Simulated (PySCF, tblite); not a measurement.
Isomers of C7H9ClF2. Computed with GFN2-xTB (tblite): harmonic, unscaled wavenumbers at the GFN2-xTB geometry, gas phase. The method is semi-empirical: single wavenumbers can be off by several per cent or more. One conformer each.

Electronic energies: PBE0/pcSseg-1 single points on the GFN2-xTB geometries (PySCF, gas phase).

```json
{"SMILES": "C/C=C(\\C=C\\F)C[C@@H](F)Cl", "electronic energy, lowest = 0 (kcal/mol)": "4.7"}
{"SMILES": "C=CC/C(=C/Cl)CC(F)F", "electronic energy, lowest = 0 (kcal/mol)": "0.8"}
{"SMILES": "FC(F)[C@H]1CC/C1=C/CCl", "electronic energy, lowest = 0 (kcal/mol)": "0.0"}
```

Question: How do GFN2-xTB zero-point energies change the relative energies?

Answer: 
```csv
SMILES,ZPE (kcal/mol),of it from modes above 1550 cm⁻¹,electronic (kcal/mol),"with ZPE, lowest = 0 (kcal/mol)",lowest mode (cm⁻¹),rings
FC(F)[C@H]1CC/C1=C/CCl,90.4,41.1,0.0,0.6,28,1
C=CC/C(=C/Cl)CC(F)F,89.0,43.8,0.8,0.0,34,0
C/C=C(\C=C\F)C[C@@H](F)Cl,88.9,43.8,4.7,3.8,35,0
```

The zero-point energies span 1.5 kcal/mol, from `C/C=C(\C=C\F)C[C@@H](F)Cl` to `FC(F)[C@H]1CC/C1=C/CCl`. With it `C=CC/C(=C/Cl)CC(F)F` becomes the lowest.

Question: And how do the electronic energies of GFN2-xTB itself compare?

Answer: `FC(F)[C@H]1CC/C1=C/CCl` 0.0; `C=CC/C(=C/Cl)CC(F)F` 10.1; `C/C=C(\C=C\F)C[C@@H](F)Cl` 11.3 kcal/mol, lowest = 0. Against the energies above, taken from the same isomer `FC(F)[C@H]1CC/C1=C/CCl`, the largest difference is 9.3 kcal/mol.

Question: What do entropy and thermal enthalpy add at 298.15 K and 1 bar (rigid rotor, harmonic oscillator, one conformer each)?

Answer: 
| SMILES | point group | symmetry number | S (cal/(mol K)) | H − H(0) (kcal/mol) | ZPE + H − H(0) − TS (kcal/mol) |
| --- | --- | --- | --- | --- | --- |
| FC(F)[C@H]1CC/C1=C/CCl | C1 | 1 | 104.9 | 7.14 | 66.3 |
| C=CC/C(=C/Cl)CC(F)F | C1 | 1 | 109.3 | 7.69 | 64.1 |
| C/C=C(\C=C\F)C[C@@H](F)Cl | C1 | 1 | 110.2 | 7.93 | 63.9 |
